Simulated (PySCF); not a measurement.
Simulated C 1s region for `C1[C@H]([Si@H]1/C=C/OC)C#C`, binding energy against the vacuum level.

Every computed line was given a Gaussian of 1.0 eV full width at half maximum and an area set by the number of equivalent atoms; the highest printed point is 100. Method: delta-SCF UKS SCAN, pcX-2 on the ionised atom, pcseg-1 elsewhere, spin-free X2C in PySCF 2.14.0.

binding energy (eV), intensity and a bar:
```
    287.9          0 
    288.0          0 
    288.1          0 
    288.2          1 
    288.3          2 #
    288.4          3 #
    288.5          5 ##
    288.6          9 ###
    288.7         13 ####
    288.8         19 ######
    288.9         27 ########
    289.0         35 ###########
    289.1         46 ##############
    289.2         56 #################
    289.3         67 ####################
    289.4         77 #######################
    289.5         86 ##########################
    289.6         93 ############################
    289.7         98 #############################
    289.8        100 ##############################
    289.9        100 ##############################
    290.0         97 #############################
    290.1         92 ############################
    290.2         85 ##########################
    290.3         76 #######################
    290.4         66 ####################
    290.5         56 #################
    290.6         45 #############
    290.7         35 ###########
    290.8         27 ########
    290.9         20 ######
    291.0         15 ####
    291.1         12 ####
    291.2         12 ###
    291.3         13 ####
    291.4         15 #####
    291.5         19 ######
    291.6         23 #######
    291.7         27 ########
    291.8         31 #########
    291.9         34 ##########
    292.0         36 ###########
    292.1         38 ###########
    292.2         39 ############
    292.3         39 ############
    292.4         38 ###########
    292.5         37 ###########
    292.6         35 ##########
    292.7         32 ##########
    292.8         28 #########
    292.9         24 #######
    293.0         20 ######
    293.1         15 #####
    293.2         11 ###
    293.3          8 ##
    293.4          5 ##
    293.5          3 #
    293.6          2 #
    293.7          1 
    293.8          1 
    293.9          0 
    294.0          0 
    294.1          0
```

Question: How many maxima does the curve show, and how many computed lines lie under it?

Answer: The curve has 2 maxima (at 289.8 and 292.3 eV). Under it lie 7 lines from 7 inequivalent carbon sites. At this width some lines have no maximum of their own.

Question: Decompose the envelope and assign each component. Numbering: `[CH:1]#[C:2][C@@H:3]1[CH2:4][Si@@H:5]1/[CH:6]=[CH:7]/[O:8][CH3:9]`.

Answer: 
```csv
position (eV),relative area,line,atoms,environment
289.32,1,C 1s,C1,terminal alkyne carbon
289.65,1,C 1s,C6,alkene CH carbon
289.77,1,C 1s,C4,sp3 carbon bound to silicon
290.15,1,C 1s,C2,alkyne carbon
290.33,1,C 1s,C3,sp3 carbon bound to silicon
291.92,1,C 1s,C7,vinylic carbon bearing oxygen
292.63,1,C 1s,C9,methoxy carbon
```

Question: What are the centre and the root-mean-square width of the whole band?

Answer: The area-weighted mean of the lines is 290.54 eV. Their own spread about it is 1.15 eV (rms) and each Gaussian has σ = 1.0/2.355 = 0.42 eV; the variances add, which gives 1.23 eV.

The listed C 1s values span 3.31 eV, from C1 (bonded to C (triple bond) and H) to C9 (bonded to O and 3 H). Summing the Pauling electronegativity differences to the bonded atoms, each weighted by its formal bond order, gives -0.35 for the lowest site and -0.16 for the highest; the largest sum, +0.54, belongs to C7, 0.71 eV below the top. The smallest sum, -1.35, belongs to C4, 0.45 eV above the lowest.

Shake-up satellites, vibrational structure and lifetime widths aren't simulated. Spin contamination (⟨S²⟩ against 0.75 for a pure doublet) is marked for C 1s of C2 (0.86), which makes this value less certain. Geometry: PBE0-D3(BJ)/def2-SVP, one conformer, isolated molecule.

Hardware: an Arm Neoverse N1 with one thread, shared host with 64 logical CPUs at a one-minute load of 58. Cost: 6.5 min, 0.68 GiB resident at most.

Conformer computed: `[CH:1]#[C:2][C@@H:3]1[CH2:4][Si@@H:5]1/[CH:6]=[CH:7]/[O:8][CH3:9]`: C4–Si5–C6–C7 149°, C6–C7–O8–C9 -1°.
